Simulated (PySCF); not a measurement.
CBr3, SMILES [C](Br)(Br)Br, multiplicity 2.

Geometry: PBE-D3(BJ)/def2-SVP. The isomer is the one that the SMILES or the coordinates give; other isomers of the formula were not compared.

Level of theory: TDA-PBE/def2-SVPD run with PySCF 2.14.0.

Vertical excitations; the highest root listed may be one member of a degenerate set. 

| state | energy (eV) | λ (nm) | f | main pairs |
|---|---|---|---|---|
| root 1 | 2.22 | 558 | 0.000 | α HOMO→LUMO 99 % |
| root 2 | 3.29 | 377 | 0.000 | β HOMO→LUMO 100 % |
| root 3 | 3.92 | 316 | 0.006 | α HOMO→LUMO+1, β HOMO−1→LUMO (degenerate set) |
| root 4 | 3.92 | 316 | 0.006 | α HOMO→LUMO+2, β HOMO−2→LUMO (degenerate set) |
| root 5 | 4.01 | 309 | 0.000 | α HOMO−1→LUMO 77 %, β HOMO→LUMO+1 22 % |
| root 6 | 4.16 | 298 | 0.014 | α HOMO→LUMO+1, β HOMO−4→LUMO, β HOMO−1→LUMO (degenerate set) |
| root 7 | 4.16 | 298 | 0.014 | α HOMO→LUMO+2, β HOMO−3→LUMO, β HOMO−2→LUMO (degenerate set) |
| root 8 | 4.33 | 286 | 0.033 | α HOMO→LUMO+2, β HOMO−3→LUMO, β HOMO−2→LUMO (degenerate set) |
| root 9 | 4.33 | 286 | 0.033 | α HOMO→LUMO+1, β HOMO−4→LUMO, β HOMO−1→LUMO (degenerate set) |
| root 10 | 4.44 | 279 | 0.000 | α HOMO−1→LUMO 22 %, β HOMO→LUMO+1 78 % |
Unrestricted roots are not spin-pure.
